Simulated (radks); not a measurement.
Task: These are the eigenvalues of the occupied orbitals of an atom or ion with whole-number occupations (eV). Method: scalar-relativistic Kohn-Sham, r2SCAN, spin-unpolarised, spherical densities, finite nucleus; meta-GGA in the generalised Kohn-Sham scheme; Fermi nuclear charge, rms radius of each element as measured or else 0.836 A^(1/3) + 0.57 fm; computed with a radial shooting solver on a logarithmic mesh with Libxc functionals.

1s: -7061.473
2s: -867.1839
2p: -743.0356
3s: -134.4136
3p: -98.8351
3d: -43.0994

Which element is it, and in what charge state? The configuration may be excited.

Result: Z = 26, iron, charge +3: Fe3+ in [Ar] 3d5. The list shows which subshells hold electrons but not how many an open one holds; the 1s level, -259.5 hartree, gives Z - s = 22.8 by -(Z - s)^2/2, which with screening and relativity narrows Z to a few neighbours, and the depths of the outer levels then fix element, charge and occupations together.
